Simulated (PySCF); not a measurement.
Compound: C2H6NSi2 (doublet state).
Atom-mapped SMILES: `[N:1]#[C:2][SiH2:3][CH:4][SiH3:5]` (hydrogens: H6, H7 on Si3; H8 on C4; H9, H10, H11 on Si5)

Geometry (GFN2-xTB, Å), atoms numbered from 1 in this order:
```xyz
11
C2H6NSi2 angstrom
N      2.9114    1.0846   -0.1696
C      2.1797    0.2063   -0.1015
Si     0.9576   -1.2097    0.0199
C     -0.6413   -0.4457    0.5662
Si    -1.5132    1.0071   -0.2177
H      0.9023   -1.7795   -1.3315
H      1.5146   -2.1556    0.9905
H     -1.0888   -0.8515    1.4642
H     -0.9655    2.2574    0.3207
H     -2.9421    0.9256    0.0996
H     -1.3092    0.9637   -1.6669
```

The hyperfine couplings belong to this conformer and change with its torsions.

Level of theory: UKS B3LYP, pcH-1 on C H N Si, non-relativistic, mean-field spin-orbit, GIAO (PySCF 2.14.0). One conformer (not necessarily the lowest) at the GFN2-xTB geometry, without solvent, vibrations or thermal averaging. Couplings are sensitive to structure, and on GFN2-xTB geometries they can be far from those on DFT ones. Stability of the SCF solution: not tested.

Task: Break the g tensor into its mass correction, gauge correction and orbital-Zeeman/spin–orbit terms.

Result: 
| Δg (ppm) | 1 | 2 | 3 |
| --- | --- | --- | --- |
| relativistic mass correction | -120 | -120 | -120 |
| gauge correction | 3 | 29 | 28 |
| orbital Zeeman/spin–orbit | 15 | 471 | 751 |
| total | -102 | 380 | 660 |

So g = 2.00222, 2.00270, 2.00298 and g_iso = 2.00263; the tensor is rhombic: the two nearest values differ by 37 % of g3 − g1. Axes: g3 points within 10° of the Si3–C4 bond.

Task: At 9.769 GHz, how far is the centre of the isotropic spectrum from where a free electron (g = 2.002319) resonates?

Result: B = hν/(g μB) with μB/h = 13.99624 MHz/mT gives 348.58 mT for the free electron and 348.53 mT at g_iso, 0.05 mT lower.

Task: What effective moment and Curie constant follow for a powder?

Result: With the mean of g² = 4.0105 and S(S+1) = 0.75: μ_eff = √(⟨g²⟩S(S+1)) = 1.734 μB and χT = 0.12505·⟨g²⟩·S(S+1) = 0.376 cm³ K/mol (cgs; spin-Hamiltonian part alone).

Task: What are the electron Larmor frequencies g μB B/h along the three axes at 350 mT?

Result: 9.8082, 9.8106, 9.8120 GHz for g1, g2 and g3, a range of 3.7 MHz.

Task: In a frozen sample, at which fields do the three g values resonate at 9.5, 34, 94 and 263 GHz (hyperfine left aside), and which band first spreads them over more than twice a line width of 0.5 mT?

Result: 
```csv
band,GHz,B(g3) mT,B(g2) mT,B(g1) mT,spread mT
X,9.5,338.87,338.92,339.00,0.13
Q,34.0,1212.81,1212.97,1213.27,0.46
W,94.0,3353.05,3353.52,3354.32,1.27
J,263.0,9381.40,9382.71,9384.97,3.57
```

The spread grows in proportion to the frequency. W band is the first where it exceeds 1.0 mT.

The largest Mulliken spin population is on C4 (+1.00). The angles at C4 add up to 359.9°, so it is planar; its axial dipolar tensor and the negative coupling of its proton fit spin in a p orbital normal to that plane.

The HOMO–LUMO gaps are 6.69 eV among the α and 5.45 eV among the β orbitals.
